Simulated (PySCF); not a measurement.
How methods differ on the excitation energy of Ga²⁺

Ga²⁺ [Ar] 3d10 4s1 (2S) → Ga²⁺ [Ar] 3d9 4s1 4p1 (high-spin determinant), as a difference of total energies. All numbers are calculated (PySCF 2.14, a scalar-relativistic core potential, in aug-cc-pwCVDZ-PP with ECP10MDF (6s5p4d1f, 48 functions)). Correlated levels: valence and next inner shell: nothing frozen outside the core potential. The calculations carry no spin-orbit coupling.

| method | excitation energy (eV) |
| --- | --- |
| UHF | 21.325 |
| LDA | 24.291 |
| PBE | 23.706 |
| PBE0 | 23.377 |
| r2SCAN | 22.942 |
| r2SCAN0 | 22.848 |
| PW91 | 23.692 |
| revPBE | 23.611 |
| wB97X | 23.711 |
| MP2 (valence and next inner shell) | 23.582 |
| SCS-MP2 (valence and next inner shell) | 23.377 |

Problem. How much does correlation contribute at MP2 (valence and next inner shell)?

Solution. 23.582 − (21.325) = 2.257 eV, measured against UHF.

The determinant of the upper state mixes LS terms, which raises its energy above the lowest term, most at the Hartree-Fock and MP2 levels.
